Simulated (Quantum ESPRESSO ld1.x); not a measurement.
The numbers below are computed, except where a source is named.
Q: Neutral indium, 49 electrons, occupied as [Kr] 4d10 5s2 5p1. Code: ld1.x of Quantum ESPRESSO 7.5. Model: scalar-relativistic Kohn-Sham, LDA (Slater exchange, Perdew-Zunger correlation), spin-polarised, spherical densities, point nucleus; open shells are filled with parallel spins first. Some entries of the table are withheld. Estimate them.

orbital,occ.,eigenvalue (hartree),<1/r> (bohr^-1)
1s up,1,-1018.7326,51.81
1s down,1,-1018.7321,51.81
2s up,1,-152.5661,11.81
2s down,1,-152.5659,11.81
2p up,3,-137.0218,11.37
2p down,3,-137.0216,11.37
3s up,1,-28.9300,4.175
3s down,1,-28.9296,4.175
3p up,3,-23.8393,3.978
3p down,3,-23.8389,3.978
3d up,5,-15.9114,3.752
3d down,5,-15.9111,3.752
4s up,1,-4.3888,1.638
4s down,1,-4.3882,1.638
4p up,3,(1),1.480
4p down,3,(2),1.481
4d up,5,-0.6873,1.136
4d down,5,-0.6847,1.138
5s up,1,-0.3182,0.4952
5s down,1,-0.3021,0.4987
5p up,1,(3),0.3511
5p down,0,(4),0.3479

A: 
(1) 4p up eigenvalue (hartree): -2.8669
(2) 4p down eigenvalue (hartree): -2.8661
(3) 5p up eigenvalue (hartree): -0.1062
(4) 5p down eigenvalue (hartree): -0.0887
